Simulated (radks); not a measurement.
Values are calculated unless marked as measured or tabulated.
Orbital eigenvalues (eV) of neutral arsenic, [Ar] 3d10 4s2 4p3, at several levels of relativity; Dirac values are averaged over j with weights 2j + 1. Spin-unpolarised spherical Kohn-Sham, PBE, point nucleus unless stated (finite: rms radius 4.0968 fm), a radial shooting solver on a logarithmic mesh with Libxc functionals. A level marked "c x" has the speed of light scaled by that factor and shares open shells by 2j + 1; other Dirac levels either fill j = l - 1/2 first or share by 2j + 1.

shell  non-rel.  Dirac, low j first  Dirac, c x 0.75  Dirac, c x 1.5  change of magnitude, last against first (%)
1s       -11540              -11716           -11860          -11617                                        +0.67
2s      -1447.0             -1486.0          -1518.4         -1464.1                                        +1.18
2p      -1294.0             -1303.2          -1311.0         -1298.1                                        +0.32
3s      -183.93             -190.10          -195.50         -186.67                                        +1.49
3p      -132.27             -133.54          -134.84         -132.88                                        +0.46
3d      -41.726             -40.502          -39.771         -41.241                                        -1.16
4s      -14.054             -14.412          -14.860         -14.243                                        +1.35
4p      -5.2314             -5.1376          -5.1728         -5.2158                                        -0.30
